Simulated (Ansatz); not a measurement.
Compare A (`CC[SiH2]C#N`) with its isomer B (`C[SiH2]C1=NC1`).

Calculated with Ansatz (gas phase, PBE0-D4/def2-TZVP geometries, no zero-point term in ΔE). CCSD(T)/CBS is the MP2 limit (def2-TZVPP, def2-QZVPP) plus CCSD(T) − MP2 in def2-TZVPP, frozen cores. DFT in def2-TZVPP. B3LYP here is the variant with VWN-RPA as its local correlation; programs differ in this. One conformer a species, not always the lowest.

(1) Which isomer does CCSD(T)/CBS put lower? Give the gap. (Best estimate.)

(2) Give E(B) − E(A) in kJ/mol with B3LYP, r2SCAN-D4, ωB97M-V, PBE0-D4, LDA (SPW92), MP2/def2-TZVPP, CCSD(T)/def2-TZVPP. (Estimate.)

(3) Does the order hold for the free energy at 298.15 K (harmonic terms from PBE0-D4)? (Best estimate.)

Largest T1 diagnostic: 0.012.

Results:

(1) The calculation gave: A, by 178.0 kJ/mol.

(2) Computed: B3LYP 172.5, r2SCAN-D4 159.7, ωB97M-V 171.3, PBE0-D4 153.7, LDA (SPW92) 135.5, MP2/def2-TZVPP 183.6, CCSD(T)/def2-TZVPP 181.3. None reverses the order clearly.

(3) Computed: Yes: G(B) − G(A) = +175.0 kJ/mol, for one conformer each.

At CCSD(T), def2-SVP lies +4.5 kJ/mol from the extrapolated value and def2-TZVPP +3.3 kJ/mol. From PBE to PBE0 (25 % exact exchange), in def2-TZVPP and without D4, E(B) − E(A) moves by +4.8 kJ/mol.
